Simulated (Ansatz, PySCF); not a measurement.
Molecule: sum formula Si$_{2}$H$_{3}$Cl$_{3}$, net charge 0, singlet state. 
Geometry from a B3LYP-D3(BJ)/def2-TZVP (Ansatz, a program for electronic structure) optimisation:
```xyz
8

Si    -2.2044     0.1564    -0.5742
Si     0.0475    -0.0034     0.0124
Cl     0.9774    -1.4810    -1.0731
Cl     0.2477    -0.4492     2.0093
Cl     1.0201     1.7710    -0.3513
H     -2.8575    -1.1389    -0.2842
H     -2.8218     1.2369     0.2256
H     -2.2920     0.4675    -2.0178
```
Charge 0, spin multiplicity 1.

PBE beside other levels, property by property. Correlated levels leave the core frozen unless marked. Open shells are spin-unrestricted. Spin-orbit coupling is left out. Non-relativistic. CBS(X,Y): correlation extrapolated as X^-3; Hartree-Fock from the larger set. [CCSD(T)-MP2]/basis is that difference in the basis named. Rows marked 298 K are enthalpies with B3LYP-D3(BJ) harmonic zero-point and thermal terms from PySCF. Atomisation energies are electronic, to ground-state atoms; the column to compare with has the core term from cc-pwCVTZ added, other frozen-core levels have none. The coupled-cluster column (Ansatz) is a level with limits of its own: (a) RI-MP2/CBS(cc-pV(T+d)Z,cc-pV(Q+d)Z)+[CCSD(T)-MP2]/cc-pV(T+d)Z; (b) CCSD(T)/CBS(aug-cc-pV(T+d)Z,aug-cc-pV(Q+d)Z); (c) CCSD(T)/CBS(cc-pV(T+d)Z,cc-pV(Q+d)Z).

```json
[
 {"property": "Cl-Si bond dissociation enthalpy, 298 K, to [SiH3][Si](Cl)Cl + Cl atom (kcal/mol)", "wB97M-V/def2-TZVPD (Ansatz)": "109.4", "wB97X-V/def2-TZVPD (Ansatz)": "108.4", "B2PLYP-D3(BJ)/def2-TZVPD (Ansatz + dftd3)": "105.3", "coupled cluster": "109.9 (b)"},
 {"property": "H-Si bond dissociation enthalpy, 298 K, to [SiH2][Si](Cl)(Cl)Cl + H atom (kcal/mol)", "wB97M-V/def2-TZVPD (Ansatz)": "89.5", "wB97X-V/def2-TZVPD (Ansatz)": "89.8", "B2PLYP-D3(BJ)/def2-TZVPD (Ansatz + dftd3)": "87.3", "coupled cluster": "89.6 (c)"},
 {"property": "atomisation energy (kcal/mol)", "wB97M-V/def2-TZVPD (Ansatz)": "585.0", "wB97X-V/def2-TZVPD (Ansatz)": "588.6", "B2PLYP-D3(BJ)/def2-TZVPD (Ansatz + dftd3)": "574.1", "coupled cluster": "587.5 (b)"},
 {"property": "Si-Si bond dissociation enthalpy, 298 K, to [SiH3] (SiH3) + Cl[Si](Cl)Cl (kcal/mol)", "wB97M-V/def2-TZVPD (Ansatz)": "78.3", "wB97X-V/def2-TZVPD (Ansatz)": "79.4", "B2PLYP-D3(BJ)/def2-TZVPD (Ansatz + dftd3)": "75.2", "coupled cluster": "79.0 (a)"}
]
```

Problem. What does PBE/def2-TZVPD (Ansatz) give for each property, and on which side of coupled cluster does it fall?

Solution. 
- Cl-Si bond dissociation enthalpy, 298 K, to [SiH3][Si](Cl)Cl + Cl atom: PBE lies 6.4 kcal/mol below coupled cluster; PBE gives 103.5 kcal/mol.
- H-Si bond dissociation enthalpy, 298 K, to [SiH2][Si](Cl)(Cl)Cl + H atom: PBE lies 6.0 kcal/mol below coupled cluster; PBE gives 83.6 kcal/mol.
- atomisation energy: PBE lies 10.9 kcal/mol below coupled cluster; PBE gives 576.6 kcal/mol.
- Si-Si bond dissociation enthalpy, 298 K, to [SiH3] (SiH3) + Cl[Si](Cl)Cl: PBE lies 8.5 kcal/mol below coupled cluster; PBE gives 70.5 kcal/mol.
